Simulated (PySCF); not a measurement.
WOF2, SMILES [O]=[W]([F])[F] (connectivity only; charge and spin as stated), neutral, multiplicity 3.

Coordinates come from a PBE-D3(BJ)/def2-TZVP optimisation. The multiplicity is an assumed one; other spin states were not compared. The def2 effective core potentials stand for the cores of W; spin–orbit coupling is left out.

Level of theory: PySCF with PBE-D3(BJ)/def2-TZVP.

Frequencies are harmonic and unscaled.

| mode | ν (cm⁻¹) | IR (km/mol) | moving atoms (share of kinetic energy) |
|---|---|---|---|
| 1 | 131 | 10.5 | F 44 %, O 34 %, W 22 % |
| 2 | 159 | 3.7 | F 89 %, W 9 % |
| 3 | 178 | 11.4 | O 67 %, F 25 %, W 9 % |
| 4 | 631 | 154.0 | F 86 %, W 14 % |
| 5 | 652 | 64.1 | F 95 % |
| 6 | 1014 | 106.1 | O 92 % |
